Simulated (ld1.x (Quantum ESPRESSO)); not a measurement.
# Before and after: RRKJ potential for gallium

gallium, norm-conserving RRKJ (Kleinman–Bylander form), made with ld1.x (Quantum ESPRESSO) 7.5 (PBE, scalar-relativistic). Core [Ar] 3d10, reference 4s2 4p1. Waves: 4s (bound): rc 1.60 bohr; 4p (bound): rc 2.80 bohr. Local part: all-electron potential smoothed inside 2.15 bohr (lloc = -2). Core correction: Bessel-smoothed model core, default radius (core density twice the valence density). rho0 = 0.005.

Change: all radii but the core radius scaled by about 1.18 (s 1.88, p 3.30 bohr); local potential all-electron potential smoothed inside 2.54 bohr (lloc = -2).

Cutoffs: the cutoffs (Ry, on a coarse ladder) from which the occupation-weighted sum of valence levels, in a spherical-Bessel basis at the reference potential, stays within 10 and 1 mRy of its value at 400 Ry; they do not see the model core or the augmentation charge, which bear on the density cutoff. Errors are all-electron minus pseudo energies relative to the spin-unpolarised reference configuration.

How do hardness, ghosts and transferability respond?

The potential gets harder (18 Ry and 45 Ry → 30 Ry and 45 Ry); a bound ghost appears in p, s, which as a rule spoils a file; of the 7 tests that both files solve, the error grows in 6 and shrinks in 0 by more than 15 % and 0.3 meV (median size 17.7 → 35.5 meV). More of the atom is replaced by a form fitted at one configuration, so other configurations suffer.

| quantity | base | changed |
| --- | --- | --- |
| cutoff, loose | 18 Ry | 30 Ry |
| cutoff, tight | 45 Ry | 45 Ry |
| loose cutoff by channel (10 mRy a level) | s 12 Ry, p 6 Ry | s 15 Ry, p 6 Ry |
| bound ghosts | none | s, p |
| error for 4s2 4p0, meV [ΔE 5.69 eV] | -11 | -15 |
| error for 4s1 4p0, meV [ΔE 26.82 eV] | -179 | -205 |
| error for 4s2 4p0.5, meV [ΔE 2.03 eV] | -1.7 | -6.3 |
| error for 4s0 4p3, meV [ΔE 13.37 eV] | -68 | -171 |
| error for 4s1 4p1, meV [ΔE 13.06 eV] | -50 | -152 |
| error for 4s2 4p1.3, meV [ΔE -0.53 eV] | -0.1 | -1.9 |
| error for 4s1 4p2, meV [ΔE 6.54 eV] | -18 | -35 |

 A true bound ghost makes a file unfit for plane-wave use even where its test errors are small: the radial tests pick states by their node count and pass the ghost by.
